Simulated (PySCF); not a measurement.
Cl2H2SeSi, SMILES Cl[SiH](Cl)[SeH].

Geometry: PBE-D3(BJ)/def2-SVP. The structure was generated by enumeration, and PubChem lists no compound with its InChIKey, so it may never have been made. Other conformers were not sampled.

All values below come from PBE-D3(BJ)/def2-SVP run with PySCF.

Frequencies are harmonic and unscaled.

Computed normal modes with their intensities:
| mode | ν (cm⁻¹) | IR (km/mol) | moving atoms (share of kinetic energy) |
|---|---|---|---|
| 1 | 111 | 2.6 | Cl 52 %, H 25 %, Se 13 %, Si 10 % |
| 2 | 123 | 2.4 | Cl 58 %, Se 24 %, H 12 % |
| 3 | 172 | 7.4 | H 61 %, Cl 20 %, Se 17 % |
| 4 | 205 | 2.1 | Cl 59 %, Si 31 % |
| 5 | 387 | 16.9 | Si 59 %, Se 20 %, Cl 14 % |
| 6 | 528 | 85.9 | Si 55 %, Cl 39 % |
| 7 | 566 | 101.5 | Si 46 %, Cl 36 %, H 18 % |
| 8 | 638 | 14.0 | H 83 %, Si 11 % |
| 9 | 745 | 164.5 | H 90 %, Si 9 % |
| 10 | 784 | 111.3 | H 91 %, Si 8 % |
| 11 | 2202 | 76.4 | H 97 % |
| 12 | 2347 | 6.8 | H 99 % |
